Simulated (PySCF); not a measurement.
## The first ionisation energy along the 4p block

All values are computed (PySCF 2.14, energy differences of UHF-based or UKS calculations, no spin-orbit coupling). Values in eV. The last column holds reference values (NIST; (s) semi-empirical, (t) theoretical, else measured). Unmarked ones compare directly (S terms, centres of terms, or small fine structure); those marked * lie between the lowest fine-structure levels and include a spin-orbit shift.

```csv
element,configurations,MP2 (valence),CCSD (valence),CCSD(T) (valence),CCSDT (valence),LDA,r2SCAN,reference
"Ga (aug-cc-pVDZ-DK, spin-free X2C)",[Ar] 3d10 4s2 4p1 → [Ar] 3d10 4s2,5.669,5.732,5.747,5.754,6.047,6.116,5.931
"Ge (aug-cc-pVDZ-DK, spin-free X2C)",[Ar] 3d10 4s2 4p2 → [Ar] 3d10 4s2 4p1,7.679,7.707,7.719,7.722,8.020,8.064,7.925
"As (aug-cc-pVDZ-DK, spin-free X2C)",[Ar] 3d10 4s2 4p3 → [Ar] 3d10 4s2 4p2,9.810,9.768,9.779,9.780,10.042,10.114,10.008
"Se (aug-cc-pVDZ-DK, spin-free X2C)",[Ar] 3d10 4s2 4p4 → [Ar] 3d10 4s2 4p3,9.021,9.064,9.083,9.087,9.877,9.675,9.635
"Br (aug-cc-pVDZ-DK, spin-free X2C)",[Ar] 3d10 4s2 4p5 → [Ar] 3d10 4s2 4p4,11.437,11.415,11.432,11.433,12.109,11.911,11.844
"Kr (aug-cc-pVDZ-DK, spin-free X2C)",[Kr] → [Ar] 3d10 4s2 4p5,13.979,13.876,13.894,13.893,14.404,14.259,14.222
```

Q: Which of these methods has the smallest mean absolute error against the measured values here?

A: r2SCAN, with 0.096 eV.

```csv
method,elements,mean error (eV),mean absolute error (eV),largest error (eV)
MP2 (valence),6,-0.328,0.328,-0.614
CCSD (valence),6,-0.334,0.334,-0.571
CCSD(T) (valence),6,-0.319,0.319,-0.553
CCSDT (valence),6,-0.316,0.316,-0.549
LDA,6,0.156,0.156,0.265
r2SCAN,6,0.096,0.096,0.185
```

Errors include the incompleteness of the basis and the frozen core.

"Valence" correlates the outer s and p shells and, in groups 3 to 12 and the f block, the outer d or f shell, open or full, or the next shell where the ion has no valence electron left; the wider scheme adds the next inner shell.
